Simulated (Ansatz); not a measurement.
Cost and result for the atomization energy of CHF₅Si (`F[SiH](F)C(F)(F)F`) (8 atoms, 7 bonds).

The species carries charge 0 and has multiplicity 1. Geometry: relaxed with PBE0-D4/def2-TZVP. Program: Ansatz. All runs use 4 threads of an Arm Neoverse V2 on a shared host. Times are those of one run each, without the atoms' runs, and a repeat can differ threefold. Electronic energies, without spin–orbit coupling; frozen cores. CCSD(T)/CBS adds CCSD(T) − MP2 in def2-TZVPP to the MP2 limit, and its time is that of the two runs behind it. T1 = 0.013. B3LYP takes the VWN-RPA correlation (the form of Gaussian; ORCA's B3LYP/G).

CCSD(T)/CBS is a level of theory with its own doubt, some kJ/mol a heavy atom from the limit and from the frozen cores, so smaller differences don't rank the functionals.

```tsv
level	functions	wall time
LDA (SPW92)/def2-TZVPP	242	1.1 s
revPBE-D4/def2-TZVPP	242	1.8 s
PBE-D4/def2-TZVPP (with forces)	242	2.1 s
BHLYP-D4/def2-TZVPP	242	2.9 s
PBE0-D4/def2-TZVPP	242	2.9 s
B3LYP-D4/def2-TZVPP (with forces)	242	4.2 s
B2PLYP/def2-TZVPP	242	5.5 s
PBE-QIDH/def2-TZVPP	242	5.5 s
CCSD(T)/def2-SVP	107	9 s
ωB97M-V/def2-TZVPP (with forces)	242	10 s
MP2/def2-QZVPP	442	19 s
CCSD(T)/def2-TZVPP	242	4.8 min
CCSD(T)/CBS(def2)	–	5.1 min
```

Q: What atomization energy does each give, and how far from CCSD(T)/CBS? (An estimate is asked.)

A: Ansatz gave: 
```tsv
level	atomization (kcal/mol)	difference from CCSD(T)/CBS	per bond
LDA (SPW92)/def2-TZVPP	931.2	150.3	21.5
revPBE-D4/def2-TZVPP	772.9	-8.0	-1.1
PBE-D4/def2-TZVPP (with forces)	804.1	23.2	3.3
BHLYP-D4/def2-TZVPP	731.5	-49.4	-7.0
PBE0-D4/def2-TZVPP	773.5	-7.4	-1.1
B3LYP-D4/def2-TZVPP (with forces)	770.2	-10.7	-1.5
B2PLYP/def2-TZVPP	768.7	-12.2	-1.7
PBE-QIDH/def2-TZVPP	769.4	-11.5	-1.6
CCSD(T)/def2-SVP	721.2	-59.7	-8.5
ωB97M-V/def2-TZVPP (with forces)	781.0	0.1	0.0
MP2/def2-QZVPP	810.5	29.6	4.2
CCSD(T)/def2-TZVPP	755.8	-25.1	-3.6
CCSD(T)/CBS(def2)	780.9	0.0	0.0
```

At CCSD(T), def2-SVP lies −59.6 kcal/mol from the extrapolated value and def2-TZVPP −25.1 kcal/mol: correlation converges slowly with the basis, and small sets miss more of it in the bonded molecule than in its fragments. The D4 term adds +6.3 kcal/mol with B3LYP and +3.3 kcal/mol with PBE0; it sums over pairs of atoms, weighted by their polarisabilities, and B3LYP, whose exchange is more repulsive, gets the larger term. From BLYP to BHLYP (50 % exact exchange), in def2-TZVPP and without D4, the atomization energy moves by −44.7 kcal/mol: exact exchange takes away binding that semilocal exchange gives to molecules.
